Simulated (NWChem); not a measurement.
System: MoNHSF$_{2}$; SMILES [NH]=[Mo]([F])([F])=[S]

NWChem input:

```
start job
memory heap 200 mb stack 900 mb global 1100 mb
geometry units angstroms noautoz
  Mo    -0.000164     0.220791    -0.004734
  N      0.001300     0.815568    -1.597890
  H      0.004945     0.758953    -2.615683
  S      0.000496    -1.879179    -0.124419
  F      1.550142     0.793386     0.808581
  F     -1.551974     0.793132     0.805843
end
basis spherical
  * library def2-svp
end
ecp
  Mo library def2-ecp
end
dft
  xc m06-2x
  iterations 150
  mulliken
end
task dft energy
```

Coordinates come from a PBE0/def2-SVP optimisation. def2 effective core potentials on Mo; no spin-orbit coupling.

Q: Predict the main results of this run. (M06-2X/def2-SVP with def2 effective core potentials on Mo.) Quantities: energy (Ha); highest occupied level (eV); orbital gap (eV); dipole (D).

A: 
```
Property                       Value
---------------------------  -------
energy (Ha)                  -721.00
highest occupied level (eV)    -9.14
orbital gap (eV)                6.96
dipole (D)                      2.28
```
